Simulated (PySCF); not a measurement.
# Ionisation energy of I⁵¹⁺ by level of theory

I⁵¹⁺ 1s2 (1S) → I⁵²⁺ 1s1 (2S), as a difference of total energies. Computed with PySCF 2.14 in an even-tempered Gaussian basis (17 s from 110 bohr⁻², ratio 2.2; 7 p from 170 bohr⁻², ratio 2.4; 4 d from 500 bohr⁻², ratio 2.4; 3 f from 750 bohr⁻², ratio 2.4; 3 g from 1100 bohr⁻², ratio 2.4), with the spin-free X2C one-electron Hamiltonian (Gaussian nucleus). Correlated levels: nothing frozen; virtual orbitals above 40 to 60 times the deepest correlated orbital energy dropped. The calculations carry no spin-orbit coupling.

```csv
method,ionisation energy (eV),difference from reference (eV)
UHF,38782.8,+65.8
MP2 (all electrons),38784.4,+67.4
SCS-MP2 (all electrons),38784.7,+67.7
CCSD (all electrons),38784.4,+67.4
```

Reference: 38717.0 eV (theoretical estimate listed by NIST; NIST Atomic Spectra Database, ionization energies).

For this ion Breit and QED terms and the two-electron picture change, all absent here, outweigh the differences among the correlated methods.

With two correlated electrons CCSD is exact in that space.
